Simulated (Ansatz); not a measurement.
Geometry optimisation, DFT PBE, scalar-relativistic, plane waves, PAW in Ansatz 0.2.0.

Input:

```yaml
crystal:
  lattice:
    - [-2.29, -3.966396, 0.0]
    - [3.435, -1.983198, 0.0]
    - [0.0, 0.0, 7.17686]
  atoms:
    - { symbol: Be, position: [0.75000007, 0.50000004, 0.0] }
    - { symbol: Be, position: [0.50000004, 0.33333336, 0.25] }
    - { symbol: Be, position: [0.75000007, 0.50000004, 0.5] }
    - { symbol: Be, position: [0.50000004, 0.33333336, 0.75] }
    - { symbol: Be, position: [0.50000003, 2.0e-08, 0.0] }
    - { symbol: Be, position: [0.25000004, 0.83333336, 0.25] }
    - { symbol: Be, position: [0.50000003, 2.0e-08, 0.5] }
    - { symbol: Be, position: [0.25000004, 0.83333336, 0.75] }
    - { symbol: Be, position: [0.25000003, 0.50000002, 0.0] }
    - { symbol: Be, position: [1.0e-08, 0.33333334, 0.25] }
    - { symbol: Be, position: [0.25000003, 0.50000002, 0.5] }
    - { symbol: Be, position: [1.0e-08, 0.33333334, 0.75] }
    - { symbol: Be, position: [0.0, 0.0, 0.0] }
    - { symbol: Be, position: [0.75000008, 0.83333338, 0.25] }
    - { symbol: Be, position: [0.0, 0.0, 0.5] }
    - { symbol: Be, position: [0.75000008, 0.83333338, 0.75] }
    - { symbol: B, position: [0.75190286, 0.15047788, 0.12878355] }
basis:
  ecutwfc: 420.0
kpoints:
  mp_grid: { grid: [5, 5, 3] }
hamiltonian:
  xc: pbe
scf:
  occupations: { method: gaussian, width: 0.1 }
  lower_state_search: "off"
relax:
  f_tol: 0.03
  max_steps: 60
  adjacent_minimum: "off"
```

Launched with:

```bash
$ ansatz run input.yaml --threads 1 --pin off --max-ram 3072MiB --backend cpu --events-out ev --progress --plain --runs-dir out
```

**Question.** Where does it end, and by what steps?

**Answer.** The run converged. The force dipped under the threshold on the way, but the program's further checks kept it going. Limits of this set-up: coarse k mesh, odd electron count without spin. After 21 steps the energy has fallen by 2.461 eV; B17 moved furthest, 0.89 Å. Joined: Be6–B17, Be15–B17.

```
step  energy less start (eV)  largest force component (eV/Å)  accepted
   0                  0.0000                           3.173       yes
   1                 -1.0438                           1.722       yes
   2                 -1.5403                           0.314       yes
   3                 -1.5366                           0.480        no
   4                 -1.5654                           0.113       yes
   5                 -1.6058                           0.421       yes
   6                 -1.6302                           0.674       yes
   7                 -1.6316                           0.850       yes
   8                 -1.7906                           0.787       yes
   9                 -2.0002                           0.902       yes
  10                 -1.9549                           1.569        no
  11                 -2.1293                           0.442       yes
  12                 -2.2092                           0.307       yes
  13                 -2.2977                           0.272       yes
  14                 -2.3307                           0.544       yes
  15                 -2.4167                           0.257       yes
  16                 -2.3848                           0.691        no
  17                 -2.4476                           0.137       yes
  18                 -2.4485                           0.222       yes
  19                 -2.4596                           0.117       yes
  20                 -2.4612                           0.025       yes
  21                 -2.4612                           0.025       yes
```

```xyz
17
Lattice="-2.2900 -3.9664 0.0000 3.4350 -1.9832 0.0000 0.0000 0.0000 7.1769" Properties=species:S:1:pos:R:3
Be 0.079 -4.187 0.043
Be -0.440 -2.647 1.915
Be -0.024 -3.874 3.701
Be 0.029 -2.664 5.456
Be -1.182 -2.118 0.010
Be 2.595 -2.622 1.647
Be -1.027 -1.831 3.677
Be 2.302 -2.682 5.349
Be 1.173 -2.187 0.051
Be 1.430 -0.781 1.804
Be 1.207 -2.027 3.519
Be 1.244 -0.775 5.321
Be 0.117 -0.343 -0.246
Be 1.141 -3.769 2.010
Be 0.131 0.254 3.226
Be 1.226 -4.734 5.288
B -2.047 -3.315 1.214
```

Whether the end is a true minimum wasn't checked by a vibrational analysis.

Time of the run: 2.5 min on 1 thread of Intel(R) Xeon(R) Platinum 8488C (Sapphire Rapids) (shared host), peak memory 0.47 GiB.
